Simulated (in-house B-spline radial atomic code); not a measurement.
A run on Cs²⁺ (an excited or competing configuration) that did not converge. Method: scalar-relativistic (X2C) B3LYP, spin-polarised, spherical fractional occupations, exact exchange averaged over the configuration, Fermi nucleus of rms radius 4.8041 fm; computed with a B-spline radial code for spherical atoms.

Command:
```bash
python run_scf.py task.json out
```
Settings (nuclear radius in fm, mass in u):
```
Z                55
configuration    [Kr] 4d10 5s2 5p4 6f1
hamiltonian      x2c
method           b3lyp
spin_polarised   True
nucleus          fermi
rms_radius       4.8041
atomic_mass      132.90545
speed_of_light   137.035999084
exact_exchange   averaged over the configuration
```

First and last ten iterations of the last attempt (damped for 15 steps, keeping 80 % of the old Fock matrix, then DIIS):
```
 iter        energy (Eh)    residual
    1       -7777.883097    4.64e-01
    2       -7781.463771    3.18e-01
    3       -7782.937888    2.13e-01
    4       -7783.631361    1.41e-01
    5       -7783.951029    9.22e-02
    6       -7784.096891    6.02e-02
    7       -7784.163260    3.93e-02
    8       -7784.193595    2.58e-02
    9       -7784.207568    1.84e-02
   10       -7784.214098    1.33e-02
  111       -7784.220434    6.60e-07
  112       -7784.220434    6.56e-07
  113       -7784.220434    6.68e-07
  114       -7784.220434    8.35e-07
  115       -7784.220434    4.91e-06
  116       -7784.220434    3.06e-06
  117       -7784.220434    2.84e-06
  118       -7784.220434    2.32e-06
  119       -7784.220434    2.36e-06
  120       -7784.220434    2.30e-06
 not converged after 120 iterations
```

The smallest residual met was 6.5e-07; the threshold is about 6e-07. Over the last five steps the energy moves by less than 1e-08 hartree, but the orbitals didn't meet the threshold. Run time, properties included: 5.8 s on 1 thread of Arm Neoverse V2 (shared host).
